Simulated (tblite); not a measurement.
C6H12O.
Atom-mapped SMILES: `[CH3:1][O:2][CH2:3][CH:4]1[CH2:5][CH2:6][CH2:7]1` (hydrogens: H8, H9, H10 on C1; H11, H12 on C3; H13 on C4; H14, H15 on C5; H16, H17 on C6; H18, H19 on C7)

Computed with GFN2-xTB (tblite), gas phase: Langevin dynamics at 200 K from the optimised GFN2-xTB geometry, time step 0.5 fs, friction 0.01 fs⁻¹, 2000 steps. The instantaneous temperature is 2·E(kin)/(3Nk) with all 3N coordinates.

| t (fs) | T (K) | E(pot) above start (eV) | C1–O2 (Å) | O2–C3 (Å) | C3–C4 (Å) | C4–C5 (Å) | C5–C6 (Å) | C1–H8 (Å) | C1–O2–C3–C4 (°) |
| --- | --- | --- | --- | --- | --- | --- | --- | --- | --- |
| 0 | 162 | 0.000 | 1.400 | 1.409 | 1.522 | 1.539 | 1.535 | 1.098 | 180 |
| 25 | 135 | 0.240 | 1.400 | 1.406 | 1.541 | 1.556 | 1.538 | 1.116 | 174 |
| 50 | 151 | 0.330 | 1.400 | 1.420 | 1.534 | 1.573 | 1.539 | 1.117 | 175 |
| 75 | 169 | 0.474 | 1.403 | 1.420 | 1.520 | 1.569 | 1.546 | 1.129 | 174 |
| 100 | 216 | 0.452 | 1.413 | 1.416 | 1.448 | 1.556 | 1.551 | 1.066 | 177 |
| 125 | 218 | 0.433 | 1.404 | 1.446 | 1.528 | 1.596 | 1.516 | 1.072 | 179 |
| 150 | 213 | 0.382 | 1.375 | 1.414 | 1.510 | 1.545 | 1.531 | 1.084 | -177 |
| 175 | 190 | 0.398 | 1.384 | 1.361 | 1.523 | 1.545 | 1.587 | 1.084 | -174 |
| 200 | 176 | 0.373 | 1.433 | 1.422 | 1.535 | 1.513 | 1.537 | 1.097 | -171 |
| 225 | 174 | 0.323 | 1.403 | 1.391 | 1.525 | 1.518 | 1.502 | 1.116 | -168 |
| 250 | 211 | 0.335 | 1.386 | 1.388 | 1.500 | 1.519 | 1.544 | 1.107 | -165 |
| 275 | 185 | 0.478 | 1.413 | 1.402 | 1.530 | 1.532 | 1.562 | 1.119 | -160 |
| 300 | 213 | 0.506 | 1.384 | 1.384 | 1.545 | 1.551 | 1.532 | 1.056 | -162 |
| 325 | 209 | 0.369 | 1.407 | 1.406 | 1.529 | 1.574 | 1.497 | 1.070 | -169 |
| 350 | 190 | 0.289 | 1.419 | 1.399 | 1.535 | 1.556 | 1.540 | 1.099 | -177 |
| 375 | 182 | 0.421 | 1.400 | 1.425 | 1.508 | 1.498 | 1.577 | 1.144 | 179 |
| 400 | 151 | 0.384 | 1.428 | 1.429 | 1.521 | 1.532 | 1.574 | 1.101 | 179 |
| 425 | 190 | 0.333 | 1.419 | 1.415 | 1.528 | 1.557 | 1.558 | 1.071 | -175 |
| 450 | 197 | 0.352 | 1.371 | 1.445 | 1.528 | 1.547 | 1.509 | 1.084 | -167 |
| 475 | 202 | 0.384 | 1.388 | 1.431 | 1.516 | 1.527 | 1.558 | 1.090 | -159 |
| 500 | 243 | 0.304 | 1.390 | 1.407 | 1.539 | 1.547 | 1.582 | 1.082 | -152 |
| 525 | 176 | 0.479 | 1.430 | 1.407 | 1.539 | 1.534 | 1.533 | 1.076 | -147 |
| 550 | 165 | 0.488 | 1.465 | 1.421 | 1.482 | 1.547 | 1.562 | 1.099 | -144 |
| 575 | 216 | 0.291 | 1.435 | 1.408 | 1.500 | 1.558 | 1.563 | 1.116 | -145 |
| 600 | 177 | 0.506 | 1.373 | 1.405 | 1.604 | 1.577 | 1.520 | 1.100 | -148 |
| 625 | 179 | 0.547 | 1.352 | 1.414 | 1.487 | 1.513 | 1.539 | 1.087 | -148 |
| 650 | 249 | 0.433 | 1.374 | 1.441 | 1.492 | 1.537 | 1.534 | 1.073 | -153 |
| 675 | 232 | 0.541 | 1.427 | 1.408 | 1.506 | 1.588 | 1.571 | 1.070 | -165 |
| 700 | 226 | 0.403 | 1.443 | 1.406 | 1.499 | 1.519 | 1.548 | 1.126 | -166 |
| 725 | 218 | 0.451 | 1.385 | 1.469 | 1.533 | 1.529 | 1.538 | 1.123 | -165 |
| 750 | 168 | 0.525 | 1.339 | 1.442 | 1.524 | 1.576 | 1.543 | 1.103 | -170 |
| 775 | 185 | 0.372 | 1.399 | 1.429 | 1.553 | 1.583 | 1.559 | 1.095 | -176 |
| 800 | 154 | 0.454 | 1.433 | 1.373 | 1.547 | 1.506 | 1.521 | 1.092 | -175 |
| 825 | 148 | 0.477 | 1.431 | 1.390 | 1.539 | 1.526 | 1.512 | 1.073 | -173 |
| 850 | 189 | 0.331 | 1.415 | 1.408 | 1.560 | 1.536 | 1.519 | 1.092 | -175 |
| 875 | 183 | 0.364 | 1.395 | 1.429 | 1.529 | 1.523 | 1.549 | 1.127 | 179 |
| 900 | 147 | 0.368 | 1.380 | 1.404 | 1.574 | 1.558 | 1.523 | 1.143 | 177 |
| 925 | 207 | 0.361 | 1.418 | 1.382 | 1.523 | 1.550 | 1.550 | 1.104 | -178 |
| 950 | 204 | 0.417 | 1.436 | 1.443 | 1.543 | 1.562 | 1.566 | 1.076 | -175 |
| 975 | 168 | 0.435 | 1.426 | 1.411 | 1.538 | 1.559 | 1.540 | 1.075 | -166 |
| 1000 | 180 | 0.449 | 1.364 | 1.375 | 1.555 | 1.526 | 1.501 | 1.086 | -152 |

**Question.** From 500 fs on, how do temperature and potential energy compare with equipartition?

**Answer.** The mean temperature of these 21 frames is 191 K against the target 200 K, and the mean potential energy 0.43 eV against 51 × kT/2 = 0.44 eV for 51 classical harmonic modes. For 19 atoms in a canonical ensemble the temperature itself scatters by T·√(2/(3N)) = 37 K; here its standard deviation is 30 K. The whole run lasts only 10 friction times of 100 fs, so these averages carry a wide statistical error.

**Question.** What are the kinetic and total energies of the listed frame with the highest potential energy?

**Answer.** The one at 625 fs, 0.547 eV above the start. Its kinetic energy is 3NkT/2 = 0.439 eV at 179 K, so the sum is 0.99 eV; over the listed frames the sum runs from 0.40 to 1.11 eV, since the thermostat adds and removes energy.

**Question.** How much do the listed bonds fluctuate from 500 fs on?

**Answer.** 
| bond | at the start (Å) | mean (Å) | standard deviation (Å) |
| --- | --- | --- | --- |
| C1–O2 | 1.400 | 1.405 | 0.033 |
| O2–C3 | 1.409 | 1.413 | 0.023 |
| C3–C4 | 1.522 | 1.532 | 0.029 |
| C4–C5 | 1.539 | 1.545 | 0.023 |
| C5–C6 | 1.535 | 1.542 | 0.020 |
| C1–H8 | 1.098 | 1.096 | 0.020 |

The motion is classical and holds no zero-point motion.

The cost below is that of the whole dynamics run. Hardware: one thread, Intel Xeon Platinum 8488C (x86_64), shared host. Cost: 10 s of wall time, 0.18 GiB resident at most.
